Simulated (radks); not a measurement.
Task: Neutral cobalt: order these configurations by energy. All-electron calculation, scalar-relativistic Kohn-Sham, PBE, spin-polarised, spherical densities, finite nucleus; Fermi nuclear charge, rms radius of each element as measured or else 0.836 A^(1/3) + 0.57 fm. Program: a radial shooting solver on a logarithmic mesh with Libxc functionals. Open shells are filled with parallel spins first. [Ar] 3d6 4s2 4p1; [Ar] 3d7 4s1 4p1; [Ar] 3d7 4s2; [Ar] 3d8 4p1; [Ar] 3d8 4s1; [Ar] 3d9.

Result: From the lowest, in eV above it: [Ar] 3d8 4s1 0.000; [Ar] 3d7 4s2 0.335; [Ar] 3d9 2.167; [Ar] 3d7 4s1 4p1 3.512; [Ar] 3d8 4p1 3.892; [Ar] 3d6 4s2 4p1 7.556.
